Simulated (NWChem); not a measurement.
System: CH4FNOTi; SMILES C[N]=[Ti]([OH])[F]

```xyz
9

Ti    -0.0244     0.4509    -0.0437
N     -0.0791    -1.2267    -0.0204
C      0.1284    -2.6425     0.0269
H     -0.7240    -3.1612     0.4905
H      0.2447    -3.0483    -0.9892
H      1.0352    -2.9063     0.5920
F      1.5654     1.2785     0.0300
O     -1.6150     1.3373     0.0228
H     -2.5230     1.0085     0.0649
```
Atoms are numbered in this order, from 1.

Results from NWChem. Coordinates come from a B3LYP/6-31G* (spherical d) optimisation. No frequency run checked for a minimum. Vzz is the largest principal value of the second derivative of the potential at the nucleus (NWChem prints the opposite sign); η is the asymmetry. Non-relativistic.

Task: What does the run give for CAM-B3LYP/def2-SVP? Quantities: Vzz Ti1 (a.u.); η Ti1; Vzz N2 (a.u.); η N2; Vzz O8 (a.u.); η O8.

Result: 
| Property | Result |
|---|---|
| Vzz Ti1 (a.u.) | 1.748 |
| η Ti1 | 0.13 |
| Vzz N2 (a.u.) | -0.444 |
| η N2 | 0.07 |
| Vzz O8 (a.u.) | 1.220 |
| η O8 | 0.26 |
